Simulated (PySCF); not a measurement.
# Working out the excitation energy of C²⁺

C²⁺ [He] 2s2 (1S) → C²⁺ [He] 2p2 (3P). Calculation: PySCF 2.14, in x2c-TZVPPall (5s3p2d1f, 31 functions); the spin-free X2C one-electron Hamiltonian (Gaussian nucleus). Frozen: 1s2. Energies in hartree (1 hartree = 27.21139 eV):

| part | C²⁺ (lower) | C²⁺ (upper) |
| --- | --- | --- |
| UHF | -36.422566 | -35.856272 |
| CCSD correlation | -0.072625 | -0.008637 |
| (T) | 0.000000 | 0.000000 |

Q: What does Hartree-Fock give?

A: (-35.856272) − (-36.422566) = 0.566294 hartree = 15.410 eV.

Q: What do CCSD and CCSD(T) give?

A: The CCSD correlation energies differ by 0.063988 hartree = 1.741 eV and the triples by 0.000000 hartree = 0.000 eV, so CCSD gives 17.151 eV and CCSD(T) 17.151 eV.

The coupled-cluster amplitudes are large, so a single reference is strained.
